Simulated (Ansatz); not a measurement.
C2H5FOSi can be A, `F[C@H]1O[C@H]1[SiH3]`, or B, `FC1CO[SiH2]1`.

Gas-phase electronic energies from Ansatz, PBE0-D4/def2-TZVP geometries. CCSD(T)/CBS is the MP2 limit (def2-TZVPP, def2-QZVPP) plus CCSD(T) − MP2 in def2-TZVPP, frozen cores. DFT in def2-TZVPP. B3LYP here is the variant with VWN-RPA as its local correlation; programs differ in this.

**Question.** Which is lower in electronic energy at CCSD(T)/CBS, and by how much? (Best estimate.)

**Answer.** Computed: B, by 32.1 kcal/mol.

**Question.** Give E(B) − E(A) in kcal/mol with CCSD/def2-TZVPP, HF/def2-TZVPP, ωB97M-V, MP2/def2-TZVPP, B3LYP-D4, PBE-D4, r2SCAN-D4. (An estimate is asked.)

**Answer.** Computed: CCSD/def2-TZVPP -31.6, HF/def2-TZVPP -32.8, ωB97M-V -31.4, MP2/def2-TZVPP -31.3, B3LYP-D4 -30.7, PBE-D4 -27.7, r2SCAN-D4 -29.2. None reverses the order clearly.

Largest T1 diagnostic: 0.013.

From PBE to PBE0 (25 % exact exchange), in def2-TZVPP and without D4, E(B) − E(A) moves by −2.2 kcal/mol. In def2-TZVPP, CCSD(T) changes the Hartree–Fock value by +2.0 kcal/mol (the triples alone add +0.8 kcal/mol) and MP2 by +1.4 kcal/mol.
